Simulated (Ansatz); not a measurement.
SiN$_{2}$H$_{8}$Cl$_{2}$, closed shell: at the end structure of a reaction step.

in.yaml

```yaml
crystal:
  periodic: [false, false, false]
  atoms:
    - {symbol: Si, position_ang: [-0.332069, 1.793906, 0.767692]}
    - {symbol: H, position_ang: [-0.136328, -1.925439, 1.825930]}
    - {symbol: Cl, position_ang: [-2.121450, 0.809262, 0.558942]}
    - {symbol: Cl, position_ang: [0.481063, 1.104243, 2.536708]}
    - {symbol: H, position_ang: [-0.572613, 3.232702, 0.975383]}
    - {symbol: H, position_ang: [0.190556, -1.636600, -2.429800]}
    - {symbol: N, position_ang: [0.577635, 1.502435, -0.613152]}
    - {symbol: H, position_ang: [-0.224322, -2.656051, 1.696536]}
    - {symbol: N, position_ang: [0.184566, -1.358085, -1.456339]}
    - {symbol: H, position_ang: [1.414977, 2.033933, -0.789128]}
    - {symbol: H, position_ang: [0.606920, 0.555988, -1.002864]}
    - {symbol: H, position_ang: [0.706461, -2.052833, -0.936338]}
    - {symbol: H, position_ang: [-0.775494, -1.403562, -1.133670]}
basis:
  gaussian: {orbitals: def2-TZVPP}
hamiltonian: {xc: {name: wB97M-V}}
```

Run by:

```bash
ansatz run in.yaml --threads 8 --pin off --events-out ev --progress --plain --max-ram 19148MiB
```

Output of Ansatz 0.2.0:

```
Functional definition: wB97M-V
  name "wB97M-V"
  cite "Mardirossian & Head-Gordon, J. Chem. Phys. 144, 214110 (2016) doi:10.1063/1.4952647"
  cite "Becke, J. Chem. Phys. 107, 8554 (1997) doi:10.1063/1.475007"
  cite "Vydrov & Van Voorhis, J. Chem. Phys. 133, 244103 (2010) doi:10.1063/1.3521275"
  # Of w^i u^j: cxij and so on, Table III.
  parameter omega = 0.3/bohr
  parameter cx = 0.15
  parameter cx01 = 1.007
  parameter cx10 = 0.259
  parameter css00 = 0.443
  parameter css04 = -1.437
  parameter css10 = -4.535
  parameter css20 = -3.390
  parameter css43 = 4.278
  parameter cos00 = 1.000
  parameter cos10 = 1.358
  parameter cos20 = 2.924
  parameter cos21 = -8.812
  parameter cos60 = -1.390
  parameter cos61 = 9.142
  parameter b = 6.0
  parameter c = 0.01
  gx(w, u) = 1 - cx + cx01*u + cx10*w
  gss(w, u) = css00 + css04*u^4 + css10*w + css20*w^2 + css43*w^4*u^3
  gos(w, u) = cos00 + cos10*w + (cos20 + cos21*u)*w^2 + (cos60 + cos61*u)*w^6
  exchange = spin_sum(e_x_unif_sr(omega)*gx(b97_w, b97_u_x)) + cx*exact_x_sr(omega) + exact_x_lr(omega)
  correlation = spin_sum(e_c_pw_mod_same_spin*gss(b97_w, b97_u_same))
      + integral(e_c_pw_mod_opposite_spin*gos(b97_w_opposite, b97_u_opposite)) + vv10(b, c)
1693 factors; their error is unknown
362 factors; integrals over basis functions are off by at most 2.0e-5 eV
mean field evaluation 1: about -36028.4307 eV, gradient 6.4e1 eV
mean field evaluation 2: about -36029.1766 eV, gradient 6.0e1 eV
mean field evaluation 4: about -36035.8816 eV, gradient 1.9e0 eV
mean field evaluation 8: about -36035.8977 eV, gradient 1.5e-1 eV
mean field evaluation 16: about -36035.9328 eV, gradient 1.1e-4 eV
mean field -36035.93275615 eV, -1324.2961027561 hartree, gradient 4.0e-5 eV, S^2 0.000000; 0 other end points of the search recorded, 0 dependent functions left out
reference -36035.93281141 eV, -1324.2961047868 hartree; 35, 35 occupied and 265, 265 virtual orbitals, 1693 factors
Total energy: -36035.93281141 eV, -1324.2961047868 hartree
```

The lines “mean field evaluation” count trial sets of orbitals through the whole run, from several starts and some on an approximate energy, so they need not fall steadily or lie above the final value.

Hardware: 8 CPU threads of an Intel Xeon, shared host. Wall time 11 s; peak host memory 0.98 GiB.
